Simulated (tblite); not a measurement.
Record of a relaxation.

C5H8BrPSi.
SMILES with atom numbers: `[CH:1]#[C:2][Si@@H:3]([PH2:4])[C:5]1([Br:6])[CH2:7][CH2:8]1` (hydrogens: H9 on C1; H10 on Si3; H11, H12 on P4; H13, H14 on C7; H15, H16 on C8)

Computed with GFN2-xTB (tblite), gas phase: L-BFGS steps from a force-field or distance-geometry start until the largest atomic force falls under 0.01 eV/Å. 8 of its 163 geometries are shown.

Step 0: E = -624.9628 eV, largest atomic force 2.102 eV/Å
```
atom  x, y, z in Å  |  force x, y, z in eV/Å
C1      2.042    1.747    1.752   -0.204  -0.262  -0.330
C2      1.612    1.117    0.813    0.534   1.331   1.537
Si3     0.990    0.125   -0.558    1.079  -0.070  -0.769
P4      1.218   -2.019   -0.152   -0.250  -1.810  -0.702
C5     -0.811    0.409   -0.902   -1.032  -0.585   0.099
Br6    -1.264    0.870   -2.745    0.065   0.183   0.102
C7     -1.702   -0.691   -0.335    0.927   0.108   0.496
C8     -1.801    0.725    0.163   -1.567   0.336  -0.022
H9      2.409    2.299    2.575   -0.033  -0.108  -0.150
H10     1.729    0.494   -1.776   -0.007  -0.151   0.065
H11     2.601   -2.398   -0.399   -1.033   0.614   1.032
H12     0.790   -2.384    1.180    1.147   0.572  -0.715
H13    -1.206   -1.415    0.354   -0.603   0.398  -0.756
H14    -2.401   -1.106   -1.055   -0.178   0.068   0.617
H15    -2.788    1.220   -0.085    1.384  -0.248   0.155
H16    -1.425    1.016    1.159   -0.228  -0.378  -0.661
```

Step 23: E = -625.8941 eV, largest atomic force 0.170 eV/Å
```
atom  x, y, z in Å  |  force x, y, z in eV/Å
C1      1.997    1.701    1.745   -0.064  -0.044  -0.092
C2      1.574    1.056    0.822    0.042   0.057   0.083
Si3     1.049    0.010   -0.613   -0.020  -0.023  -0.047
P4      1.257   -2.206   -0.303    0.101   0.021   0.096
C5     -0.819    0.260   -0.885   -0.118   0.116  -0.038
Br6    -1.205    0.923   -2.680   -0.018   0.014  -0.079
C7     -1.825   -0.699   -0.327   -0.009  -0.069  -0.029
C8     -1.789    0.708    0.167    0.037   0.008   0.068
H9      2.347    2.291    2.540    0.017   0.029   0.088
H10     1.818    0.475   -1.772   -0.058  -0.042  -0.012
H11     2.638   -2.162   -0.196   -0.068  -0.014   0.033
H12     1.076   -2.121    1.072    0.059  -0.052  -0.056
H13    -1.463   -1.481    0.323    0.091  -0.117   0.068
H14    -2.648   -1.020   -0.947   -0.054   0.064  -0.028
H15    -2.604    1.355   -0.113   -0.020   0.112  -0.105
H16    -1.411    0.919    1.156    0.083  -0.061   0.049
```

Step 46: E = -625.9181 eV, largest atomic force 0.070 eV/Å
```
atom  x, y, z in Å  |  force x, y, z in eV/Å
C1      1.921    1.678    1.732    0.012   0.018   0.032
C2      1.540    1.052    0.778    0.010  -0.016  -0.015
Si3     1.027   -0.029   -0.639   -0.016   0.012  -0.015
P4      1.343   -2.219   -0.239   -0.028  -0.023  -0.022
C5     -0.837    0.253   -0.916   -0.014  -0.015   0.011
Br6    -1.234    0.975   -2.684   -0.012   0.008  -0.036
C7     -1.862   -0.680   -0.348   -0.013   0.012   0.028
C8     -1.744    0.713    0.183    0.012   0.016  -0.005
H9      2.250    2.246    2.556   -0.024  -0.001  -0.016
H10     1.764    0.376   -1.838    0.012   0.003  -0.010
H11     2.714   -2.082   -0.142    0.033  -0.016   0.004
H12     1.180   -2.132    1.133   -0.009   0.024   0.030
H13    -1.511   -1.505    0.260    0.023   0.017  -0.017
H14    -2.730   -0.926   -0.942   -0.001   0.000  -0.025
H15    -2.529    1.418   -0.060    0.050  -0.036   0.034
H16    -1.299    0.871    1.155   -0.037  -0.002   0.021
```

Step 69: E = -625.9233 eV, largest atomic force 0.033 eV/Å
```
atom  x, y, z in Å  |  force x, y, z in eV/Å
C1      1.867    1.685    1.706    0.012  -0.001   0.009
C2      1.556    1.054    0.730   -0.005   0.006  -0.006
Si3     1.043   -0.038   -0.678   -0.012  -0.002   0.002
P4      1.308   -2.220   -0.190    0.000  -0.002   0.007
C5     -0.822    0.266   -0.922   -0.005  -0.026  -0.001
Br6    -1.251    1.052   -2.658    0.007  -0.005   0.012
C7     -1.843   -0.679   -0.365    0.000   0.005  -0.018
C8     -1.703    0.693    0.211   -0.020  -0.006   0.018
H9      2.145    2.254    2.547    0.004   0.016  -0.007
H10     1.766    0.332   -1.895    0.018  -0.006   0.003
H11     2.687   -2.135   -0.126   -0.006   0.005  -0.003
H12     1.178   -2.049    1.179   -0.001  -0.005  -0.006
H13    -1.482   -1.526    0.207    0.004   0.021  -0.025
H14    -2.721   -0.901   -0.954   -0.001   0.001   0.000
H15    -2.485    1.411    0.011   -0.016   0.006  -0.007
H16    -1.249    0.812    1.183    0.020  -0.009   0.022
```

Step 93: E = -625.9368 eV, largest atomic force 0.083 eV/Å
```
atom  x, y, z in Å  |  force x, y, z in eV/Å
C1      1.893    1.909    1.534    0.022   0.011  -0.012
C2      1.579    1.126    0.676    0.073   0.040   0.002
Si3     1.054   -0.081   -0.631   -0.006  -0.013   0.004
P4      1.184   -2.247   -0.033    0.021   0.004  -0.005
C5     -0.793    0.298   -0.872   -0.042   0.025   0.006
Br6    -1.180    1.471   -2.386    0.071  -0.024   0.006
C7     -1.854   -0.705   -0.543   -0.040   0.028   0.011
C8     -1.677    0.503    0.323   -0.030  -0.040  -0.042
H9      2.176    2.609    2.269   -0.020  -0.044  -0.006
H10     1.821    0.152   -1.858   -0.040   0.004   0.002
H11     2.564   -2.259   -0.049    0.025  -0.007   0.017
H12     1.144   -2.016    1.332   -0.011   0.022   0.000
H13    -1.531   -1.671   -0.169   -0.017   0.063  -0.015
H14    -2.729   -0.755   -1.177    0.030  -0.012   0.041
H15    -2.423    1.283    0.267   -0.019  -0.035   0.046
H16    -1.238    0.393    1.306   -0.018  -0.021  -0.055
```

Step 116: E = -625.9591 eV, largest atomic force 0.225 eV/Å
```
atom  x, y, z in Å  |  force x, y, z in eV/Å
C1      2.079    2.149    1.232   -0.005  -0.017   0.059
C2      1.718    1.237    0.537    0.009  -0.093  -0.029
Si3     1.046   -0.119   -0.531   -0.061  -0.046  -0.029
P4      1.093   -2.235    0.242    0.069   0.150   0.077
C5     -0.782    0.349   -0.720    0.127   0.094  -0.085
Br6    -1.033    1.962   -1.788    0.054   0.049   0.005
C7     -1.881   -0.655   -0.828   -0.095  -0.030  -0.178
C8     -1.747    0.164    0.406   -0.071   0.128   0.094
H9      2.395    2.938    1.850    0.048   0.064   0.023
H10     1.704   -0.090   -1.836    0.047   0.017  -0.091
H11     2.474   -2.292    0.229   -0.020  -0.024  -0.015
H12     1.075   -1.887    1.583   -0.030  -0.012  -0.013
H13    -1.609   -1.696   -0.784    0.016  -0.191  -0.004
H14    -2.694   -0.437   -1.503   -0.071  -0.044  -0.022
H15    -2.467    0.943    0.604   -0.075   0.019   0.000
H16    -1.377   -0.320    1.293    0.058  -0.064   0.208
```

Step 139: E = -625.9799 eV, largest atomic force 0.035 eV/Å
```
atom  x, y, z in Å  |  force x, y, z in eV/Å
C1      2.311    2.157    1.117    0.006   0.008   0.034
C2      1.818    1.261    0.483   -0.002   0.002  -0.012
Si3     1.006   -0.085   -0.493   -0.009   0.007   0.003
P4      1.028   -2.130    0.440   -0.013   0.004   0.025
C5     -0.825    0.394   -0.633    0.011   0.006  -0.011
Br6    -1.076    2.182   -1.373    0.002   0.002  -0.009
C7     -1.862   -0.620   -1.002   -0.026  -0.016  -0.012
C8     -1.837   -0.048    0.377   -0.015  -0.002   0.003
H9      2.742    2.942    1.670    0.007  -0.008  -0.001
H10     1.597   -0.141   -1.834    0.009  -0.001  -0.028
H11     2.405   -2.226    0.445   -0.001   0.010  -0.011
H12     0.998   -1.681    1.749    0.013   0.001  -0.006
H13    -1.533   -1.641   -1.149   -0.009   0.005   0.015
H14    -2.667   -0.322   -1.660    0.023  -0.007  -0.009
H15    -2.623    0.638    0.659    0.014   0.003   0.011
H16    -1.489   -0.671    1.191   -0.011  -0.015   0.006
```

Step 162: E = -625.9835 eV, largest atomic force 0.009 eV/Å
```
atom  x, y, z in Å  |  force x, y, z in eV/Å
C1      2.306    2.101    1.190    0.002   0.003   0.002
C2      1.800    1.261    0.493   -0.001  -0.004   0.000
Si3     0.998   -0.066   -0.519   -0.001  -0.004   0.006
P4      1.038   -2.102    0.435   -0.004   0.000   0.007
C5     -0.839    0.387   -0.672   -0.001   0.000   0.001
Br6    -1.104    2.130   -1.510    0.000  -0.001   0.002
C7     -1.877   -0.650   -0.974    0.002   0.003  -0.003
C8     -1.840   -0.002    0.372    0.003   0.002   0.001
H9      2.750    2.846    1.786   -0.003   0.001  -0.002
H10     1.604   -0.106   -1.855   -0.002   0.000   0.002
H11     2.413   -2.207    0.372    0.001  -0.002  -0.004
H12     1.079   -1.634    1.736    0.006   0.002  -0.005
H13    -1.548   -1.677   -1.062    0.001   0.000   0.004
H14    -2.683   -0.392   -1.646   -0.001   0.001   0.001
H15    -2.620    0.700    0.628    0.000  -0.002  -0.003
H16    -1.484   -0.582    1.214   -0.003   0.000  -0.008
```

Q: Summarise the path.

A: The energy falls by 1.0206 eV from step 0 to step 162; nine tenths of that is first reached at step 21. It rises by more than 0.2 meV at step 116. The largest force goes from 2.102 to 0.009 eV/Å. Among the bonds P4–H11 changes most, from 1.455 to 1.380 Å; the atoms move by 0.959 Å rms after alignment.

What follows is the cost of the whole relaxation. Hardware: an Arm Neoverse N1 with one thread (shared host). Cost: 2.7 s wall.
